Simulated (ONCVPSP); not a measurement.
**Before and after: ONCV potential for Hg**

```
Element                 : Hg
Generator               : ONCVPSP 4.0.1
Type                    : optimised norm-conserving Vanderbilt (ONCV)
Functional              : PW91
Relativity              : scalar-relativistic
Frozen core             : [Kr] 4d10 4f14
Valence charge          : 20
Reference configuration : 5s2 5p6 5d10 6s1 6p1
Partial waves           : 5s+6s: rc 1.70 bohr, ncon 3, nbas 6, qcut 7.5 1/bohr, 2 projectors; 5p+6p: rc 2.00 bohr, ncon 5, nbas 8, qcut 6.8 1/bohr, 2 projectors; 5d: rc 1.70 bohr, ncon 4, nbas 8, qcut 8.2 1/bohr, local
Local potential         : the d channel
Core correction         : Teter function fitted to the true core (icmod 2), fcfact 0.7
```

All-electron outer shells of the reference configuration (PW91, scalar-relativistic, ld1.x):

```json
{"shell": "4d", "level (eV)": "-351.06", "outermost node (bohr)": "0.20", "outermost maximum (bohr)": "0.40"}
{"shell": "5s", "level (eV)": "-120.54", "outermost node (bohr)": "0.47", "outermost maximum (bohr)": "0.82"}
{"shell": "4f", "level (eV)": "-98.23", "outermost node (bohr)": "–", "outermost maximum (bohr)": "0.37"}
{"shell": "5p", "level (eV)": "-68.85", "outermost node (bohr)": "0.50", "outermost maximum (bohr)": "0.93"}
{"shell": "5d", "level (eV)": "-12.08", "outermost node (bohr)": "0.55", "outermost maximum (bohr)": "1.17"}
{"shell": "6s", "level (eV)": "-8.46", "outermost node (bohr)": "1.08", "outermost maximum (bohr)": "2.18"}
{"shell": "6p", "level (eV)": "-2.10", "outermost node (bohr)": "1.27", "outermost maximum (bohr)": "3.10"}
```

Change: p: rc 2.24.

Cutoffs: the cutoffs (Ha) at which the residual kinetic energy of the hardest occupied pseudo-wave falls to 1 and 0.1 mHa per electron; they do not see the model core or the augmentation charge, which bear on the density cutoff. Errors are all-electron minus pseudo energies relative to the spin-unpolarised reference configuration.

Question: Predict the effect on cutoff, ghosts and configuration errors.

Answer: The potential gets neither clearly harder nor softer (23 Ha and 27 Ha → 23 Ha and 27 Ha); the errors of the 4 common tests hardly move; neither file shows a bound ghost.

| quantity | base | changed |
| --- | --- | --- |
| cutoff, loose | 23 Ha | 23 Ha |
| cutoff, tight | 27 Ha | 27 Ha |
| loose cutoff by channel | s 18 Ha, p 17 Ha, d 23 Ha | s 18 Ha, p 16 Ha, d 23 Ha |
| bound ghosts | none | none |
| GHOST(+) flags under 300 eV | none | none |
| error for 5s2 5p6 5d10 6s2 6p0, meV [ΔE -6.07 eV] | -0.2 | 0.0 |
| error for 5s2 5p6 5d10 6s1 6p0, meV [ΔE 4.70 eV] | -2.1 | -1.9 |
| error for 5s2 5p6 5d10 6s0 6p0, meV [ΔE 23.77 eV] | -14 | -14 |
| error for 5s2 5p6 5d10 6s1.5 6p0, meV [ΔE -1.68 eV] | -0.3 | -0.1 |
| s: phases at 1.72 bohr within 0.05 rad from the reference energy up to (Ha; the scan ends near 5) | to the end of the scan | to the end of the scan |
| d: phases at 1.72 bohr within 0.05 rad from the reference energy up to (Ha; the scan ends near 5) | 2.6 | 2.6 |
| rms error of d²Exc/dni dnj with the model core, mHa | 1.43 | 1.44 |
